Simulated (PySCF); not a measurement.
HClSi, charge -1, doublet, at a GFN2-xTB geometry (a state made from the parent by changing its charge; the spin is typed, not shown lowest) (in this run its highest filled SCF level lies above zero, so its values depend strongly on the basis, on diffuse functions most of all), with bond 3-1 at 1.3 times its length. Base run: PBE/6-31G** (PySCF).

PySCF was given this input:
```python
from pyscf import gto, scf, dft

mol = gto.M(
    atom='''
Si    1.011049   -0.273430    0.886474
H     1.945898   -0.440226   -0.296060
Cl   -1.534536    0.408425   -1.192351
''',
    basis='6-31g**',
    charge=-1,
    spin=1,
    verbose=4,
)

mf = dft.UKS(mol)
mf.xc = 'pbe'
mf.kernel()
```

Variants of this job, named by their change:

```
change                                       ΔE vs base (µEh)  SCF cycles  <S^2>        outcome
-------------------------------------------  ----------------  ----------  -----  -------------
base                                                      0.0          12  0.758      converged
init_guess = mod_huckel                                   0.0          21  0.758      converged
level_shift = 1.0 (with mf.max_cycle = 100)                 -          97      -  not converged
DIIS = EDIIS                                                -          50      -  not converged
level_shift = 0.3 (with mf.max_cycle = 100)               0.0          26  0.758      converged
diis = off (with mf.max_cycle = 100)                        -         100      -  not converged
conv_tol = 1e-6                                           0.1           9  0.758      converged
DIIS = ADIIS                                              0.0          20  0.758      converged
diis_space = 2                                            0.0          28  0.758      converged
conv_tol = 1e-7                                           0.0          10  0.758      converged
diis_space = 20                                           0.0          12  0.758      converged
init_guess = 1e                                           0.0          21  0.758      converged
level_shift = 0.5 (with mf.max_cycle = 100)                 -          47      -  not converged
```

Open shells are given as the SCF converged; they aren't shown to be the lowest states, and a large step between rows can be another state.
